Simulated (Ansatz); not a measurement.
Job for Ansatz (a first-principles code): R-CCSD(T)/aug-cc-pV(T+d)Z on H4OSi (SMILES O[SiH3]), atoms moved off the minimum. Files ending in .json are basis or fitting sets from the Basis Set Exchange.

Ansatz 0.2 input:
```yaml
crystal:
  periodic: [false, false, false]
  atoms:
    - {symbol: Si, position_ang: [-0.53743883, 0.10802760, -0.02767153]}
    - {symbol: O, position_ang: [1.09844029, -0.21504864, -0.10889905]}
    - {symbol: H, position_ang: [-0.68187753, 1.59690002, -0.09197989]}
    - {symbol: H, position_ang: [-1.22256978, -0.69102408, -0.95322990]}
    - {symbol: H, position_ang: [-1.03774719, -0.27219195, 1.33721596]}
    - {symbol: H, position_ang: [1.71103179, 0.09060256, 0.39034771]}
basis:
  gaussian:
    orbitals: aug-cc-pV_T+d_Z.json
magnetization: {spin_polarized: false}
correlation: {method: ccsd_t, electrons: outside_noble_gas}
scf: {lower_state_search: off}
output: {forces: true}
```

The head of its log:

```
WARN ansatz: RAYON_NUM_THREADS=1 ignored (pool sized by the plan → 1); use --threads N
Functional definition: HF
these checks for a lower state are left out or cut short: starts, cluster_reference, orbital_swaps, neighbouring_geometries, increment
integrals: 0.75 GiB planned
1097 factors; integrals over basis functions are off by at most 1.3e-3 eV
mean field: 0.44 GiB planned
mean field evaluation 1: about -9962.1090 eV, gradient 3.8e1 eV
mean field evaluation 2: about -9962.1092 eV, gradient 3.8e1 eV
mean field evaluation 4: about -9964.6846 eV, gradient 2.3e0 eV
mean field evaluation 8: about -9964.7080 eV, gradient 3.2e-4 eV
mean field -9964.70798355 eV, -366.1962640737 hartree, gradient 2.8e-6 eV, S^2 0.000000; 0 other end points of the search recorded, 0 dependent functions left out
6 core orbitals not correlated
reference -9964.70798355 eV, -366.1962640737 hartree; 7, 7 occupied and 180, 180 virtual orbitals, 1097 factors
too little memory for Intel AMX tiles; the run may be slower
densities: 1.92 GiB planned
```

Task: Predict the final total energy.

Result: -366.6135 hartree (reference determinant -366.1963, T1 diagnostic 0.011).
